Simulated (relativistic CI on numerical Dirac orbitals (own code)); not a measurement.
# One change at a time: Ne

Base calculation: Dirac-Coulomb-Breit CI, orbitals from a KLI potential per configuration, QED by a radiative potential, valence Slater integrals scaled by 0.85, P86 correlation energy added to each configuration.

CI space (outside the closed core 1s2 2s2): 2p⁶, 2p⁵3s, 2p⁵3p, 2p⁵4s, 2p⁵3d, 2p⁵4p, 2p⁵4d, 2p⁵5s, 2p⁵4f, 2p⁵5p, 2p⁵5d, 2p⁵5f, 2p⁵5g. Levels of other configurations are missing.

Variants: (1) valence Slater integrals scaled by 0.75; (2) no correlation estimate; (3) QED terms removed; (4) one mean potential for all configurations. Shifts of the energy above 2p⁶ ¹S0, in cm⁻¹, for the lowest level and the first level of each name with at least 55 % of one term (blank where a level changes its place among those of its configuration and J or its character, or is not in the variant):

| Level | Base | Δ(1) | Δ(2) | Δ(3) | Δ(4) | Measured |
| --- | --- | --- | --- | --- | --- | --- |
| 2p⁶ ¹S0 | 0.0 | 0.0 | 0.0 | 0.0 | 0.0 | 0.0 |
| 2p⁵3s ³P°2 | 127479.7 | +43.8 | -6000.3 | -11.4 | -3362.2 | 134041.8 |
| 2p⁵3s ³P°1 | 127886.6 | +29.3 | -6000.3 | -12.4 | -3324.7 | 134459.3 |
| 2p⁵3s ³P°0 | 128242.3 | +42.7 | -6000.3 | -14.0 | -3311.6 | 134818.6 |
| 2p⁵3s ¹P°1 | 129255.7 | -111.8 | -6001.1 | -12.9 | -3100.7 | 135888.7 |
| 2p⁵3p ³S1 | 141557.9 | +147.9 | -6436.3 | -9.7 | -2833.0 | 148257.8 |
| 2p⁵3p ³D3 | 142422.4 | +38.2 | -6430.9 | -9.2 | -2708.6 | 149657.0 |
| 2p⁵3p ³D2 | 142576.6 | +24.4 | -6430.7 | -9.3 | -2681.1 | 149824.2 |
| 2p⁵3p ³D1 | 142836.1 | +7.2 | -6430.7 | -9.8 | -2664.7 | 150121.6 |
| 2p⁵3p ³P0 | 143548.4 | -48.2 | -6431.5 | -10.6 | -2570.1 | 150917.4 |
| 2p⁵3p ³P1 | 143659.6 | -34.1 | -6430.7 | -11.3 | -2583.7 | 151038.5 |
| 2p⁵3p ¹S0 | 146384.2 | -474.4 | -6527.3 | -10.3 | -856.1 | 152970.7 |
| 2p⁵4s ³P°2 | 152165.6 | +12.6 | -7461.3 | -9.9 | -2567.1 | 158601.1 |
| 2p⁵4s ³P°1 | 152383.3 | -6.9 | -7461.1 | -10.1 | -2558.3 | 158796.0 |
| 2p⁵4s ³P°0 | 152928.0 | +11.7 | -7460.9 | -12.5 | -2511.1 | 159380.0 |
| 2p⁵4s ¹P°1 | 153116.8 | -16.1 | -7461.0 | -12.3 | -2508.2 | 159534.6 |
| 2p⁵3d ³P°0 | 154273.7 | +11.2 | -6999.8 | -9.3 | -2174.4 | 161509.6 |
| 2p⁵3d ³P°1 | 154290.9 | +9.4 | -6999.7 | -9.3 | -2174.6 | 161524.2 |
| 2p⁵3d ³F°4 | 154338.0 | +4.3 | -6999.1 | -9.3 | -2169.8 | 161590.3 |
| 2p⁵3d ³P°2 | 154356.0 | +3.0 | -6999.4 | -9.3 | -2169.0 | 161607.3 |
| 2p⁵3d ¹P°1 | 154396.9 | -2.4 | -6999.2 | -9.3 | -2172.1 | 161636.6 |
| 2p⁵3d ³D°3 | 154432.8 | -6.5 | -6999.2 | -9.3 | -2165.0 | 161701.4 |

For a near-neutral ion this model can misplace configurations by up to about 10,000 cm⁻¹ (more where the count of f electrons changes) and terms by 10 to 25 % of their spread. Rates follow the energies as ν³ (E1, M1) or ν⁵ (E2), so they and the lifetimes can be off by large factors. The fine structure of a lone outer electron comes out too small, for d and f at times inverted, and misplaced configurations move strength between like terms. 31 of the 31 excited levels that our extract of the measured tables holds in this range could be paired (the sources list more); they are missed by 7010 cm⁻¹ on average and 7379 at most, and levels without a partner can miss by more.

Measured levels: NIST Handbook of Basic Atomic Spectroscopic Data (Sansonetti and Martin, J. Phys. Chem. Ref. Data 34, 1559 (2005)).

Ionisation energy from the two ground configurations alone: base 20.95 eV; no correlation estimate 19.78 eV. The NIST ASD value (measured) is 21.5645 eV. The gap of more than 2 % comes from missing correlation.

LS names give the leading component of a level, which can be under half, so a name can repeat, a term be missing and a line seem to break the LS rules.
